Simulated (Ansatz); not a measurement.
System: sum formula ZrOF$_{2}$ (charge +1, doublet). The spin state was set by rule; other spins were not relaxed. 
Structure (B3LYP-D3(BJ)/def2-TZVP (Ansatz, an electronic-structure program) minimum search):
```
Zr
F 1 1.8524
F 1 1.8524 2 115.61
O 1 1.9348 2 108.59 3 122.29
```
Charge +1, spin multiplicity 2.

Total electronic energies in hartree. Correlated levels leave the core frozen unless marked. Open shells are spin-unrestricted. No spin-orbit coupling. Frozen are the shells of the preceding noble gas and the d and f shells that filled before the atom's block. In def2 rows, elements after Kr have scalar-relativistic effective core potentials. CBS(X,Y): correlation extrapolated as X^-3; Hartree-Fock from the larger set. The bracket is a focal-point correction in the basis named.

```csv
level,program,energy (Eh)
HF/def2-TZVPPD,Ansatz,-320.27049
HF/def2-QZVPP,Ansatz,-320.28623
RI-HF/def2-TZVPP,Ansatz,-320.26840
RI-HF/def2-TZVPPD,Ansatz,-320.27048
RI-HF/def2-QZVPP,Ansatz,-320.28621
RI-HF/def2-QZVPPD,Ansatz,-320.28653
PBE/def2-TZVPD,Ansatz,-321.66635
revPBE-D3(BJ)/def2-TZVPD,Ansatz + dftd3,-321.87254
revPBE/def2-TZVPD,Ansatz,-321.86823
r2SCAN-D4/def2-TZVPD,Ansatz + dftd4,-321.82444
B3LYP-D3(BJ)/def2-TZVPD,Ansatz + dftd3,…
PBE0-D4/def2-TZVPD,Ansatz + dftd4,-321.62616
PBE0/def2-TZVPD,Ansatz,-321.62425
PBE0/def2-QZVPP,Ansatz,-321.64596
BHLYP-D3(BJ)/def2-TZVPD,Ansatz + dftd3,-321.70973
LC-wPBE-D4/def2-TZVPD,Ansatz + dftd4,-321.76562
wB97M-V/def2-TZVPD,Ansatz,…
wB97X-V/def2-TZVPD,Ansatz,-321.77907
MP2/def2-TZVPP,Ansatz,-321.06525
RI-MP2/def2-TZVPP,Ansatz,-321.06513
RI-MP2/def2-QZVPPD,Ansatz,-321.15218
SCS-MP2/def2-TZVPP,Ansatz,-321.04025
"RI-MP2/CBS(def2-TZVPPD,def2-QZVPPD)+[CCSD(T)-MP2]/def2-TZVPPD",Ansatz,-321.2271
```

### Question
Fill in the missing entries.

### Answer

- B3LYP-D3(BJ)/def2-TZVPD, energy (Eh): -321.92576
- wB97M-V/def2-TZVPD, energy (Eh): -321.75791
